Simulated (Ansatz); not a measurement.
Two members of one family (Series Snvinyl3X), computed with Ansatz in the gas phase; def2 core potentials for Sn, no spin–orbit coupling. The two geometries come from different levels. Binding counts from free atoms in the multiplicity of their measured ground term, without zero-point energy. A dash marks a value that wasn't run or was left out as unsound. The structures are stationary points that may keep the symmetry of their start. Remarks come from the PBE and PBE0 runs and from stability tests at other levels; not every state was tested. HOMO above LUMO (over both spins in singlets and doublets, within one spin in higher multiplets; at PBE or PBE0), or a gap under 0.15 eV within one spin, warns that the state may not be the lowest or that an electron is smeared out.

First: Sn(vinyl)3Br (singlet, charge 0, PBE-D4/def2-SVP geometry).

```csv
atom,x (Å),y (Å),z (Å)
Sn1,-0.011,-0.036,0.077
C2,-1.756,0.870,0.962
C3,-2.508,1.773,0.310
H4,-2.025,0.566,1.991
H5,-2.269,2.098,-0.717
H6,-3.399,2.230,0.777
C7,-0.201,-2.163,-0.223
C8,-0.209,-2.721,-1.446
H9,-0.293,-2.801,0.676
H10,-0.120,-2.114,-2.364
H11,-0.306,-3.813,-1.584
C12,1.835,0.534,1.035
C13,2.774,1.264,0.409
H14,1.994,0.203,2.077
H15,2.649,1.610,-0.632
H16,3.716,1.549,0.913
Br17,0.130,0.951,-2.260
```

| level | HOMO (eV) | LUMO (eV) | gap (eV) | vertical triplet (eV) | binding per atom (eV) |
| --- | --- | --- | --- | --- | --- |
| PBE-D4/def2-SVP | -6.49 | -1.49 | 5.00 | – | 4.22 |
| PBE-D4/def2-TZVP | -6.62 | -1.69 | 4.93 | 4.22 | 4.19 |
| r2SCAN-D4/def2-TZVP | -6.85 | -1.50 | 5.35 | 3.93 | 4.10 |
| B97M-V/def2-TZVP | -6.89 | -1.45 | 5.44 | – | 4.09 |
| PBE0-D4/def2-SVP | -7.71 | -0.53 | 7.17 | – | 4.14 |

Second: Sn(vinyl)3(OEt) (singlet, charge 0, r2SCAN-D4/def2-SVP geometry).

```xyz
24

Sn    0.398   -0.244   -0.102
C     1.545   -0.472    1.682
C     2.839   -0.820    1.694
H     1.030   -0.277    2.633
H     3.403   -1.024    0.774
H     3.404   -0.922    2.630
C    -0.226   -2.123   -0.927
C     0.027   -3.278   -0.297
H    -0.759   -2.144   -1.888
H     0.558   -3.316    0.665
H    -0.285   -4.246   -0.711
C     1.396    1.006   -1.532
C     2.431    1.778   -1.174
H     1.063    1.011   -2.579
H     2.806    1.809   -0.143
H     2.954    2.421   -1.896
O    -1.230    0.706    0.591
C    -2.293    1.026   -0.278
C    -3.392    1.695    0.524
H    -1.963    1.707   -1.093
H    -2.701    0.117   -0.775
H    -4.248    1.964   -0.117
H    -3.746    1.019    1.319
H    -3.009    2.609    1.001
```

Task: Estimate how these quantities change from the first to the second (second minus first).

Result: 
| level | Δ HOMO (eV) | Δ LUMO (eV) | Δ gap (eV) | Δ vertical triplet (eV) | Δ binding per atom (eV) |
| --- | --- | --- | --- | --- | --- |
| PBE-D4/def2-SVP | 1.15 | -0.15 | -1.29 | – | 0.06 |
| PBE-D4/def2-TZVP | 1.09 | -0.12 | -1.21 | -0.04 | 0.06 |
| r2SCAN-D4/def2-TZVP | 1.03 | -0.13 | -1.15 | 0.02 | 0.06 |
| B97M-V/def2-TZVP | 0.91 | -0.15 | -1.06 | – | 0.06 |
| PBE0-D4/def2-SVP | 0.81 | -0.18 | -1.00 | – | 0.06 |

Remarks: gap within one spin near zero at PBE or PBE0 (triplet).
